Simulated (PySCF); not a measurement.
The group X on SiH2(OH)-X is varied. Isolated molecules, 0 K electronic values unless said otherwise. One relaxed conformer stands for each flexible species; it need not be the lowest. Strings in code marks are SMILES.

Calculation: PBE0-D4/def2-TZVP in PySCF. All candidates: neutral, multiplicity 1. Delta-SCF ions had no search for a lower state. 

The HOMO is -8.05 eV, the vertical ionisation energy (Delta-SCF) comes out as 10.14 eV and the HOMO–LUMO gap is 8.46 eV.

Q: Which member has these values?
A) `CC[SiH2]O` (C–C–Si–O torsion 178°, C–Si–O–H torsion 71°)
B) `C#C[SiH2]O`
C) `[C-]#[N+][SiH2]O`
D) `O[SiH2]O[SiH3]` (H–O–Si–O torsion 72°, O–Si–O–Si torsion 68°)

A: A, `CC[SiH2]O` (C–C–Si–O torsion 178°, C–Si–O–H torsion 71°). The others give `O[SiH2]O[SiH3]` (H–O–Si–O torsion 72°, O–Si–O–Si torsion 68°): -8.74 eV, 10.77 eV, 8.86 eV; `C#C[SiH2]O`: -8.30 eV, 10.50 eV, 7.72 eV; `[C-]#[N+][SiH2]O`: -8.98 eV, 11.35 eV, 8.25 eV
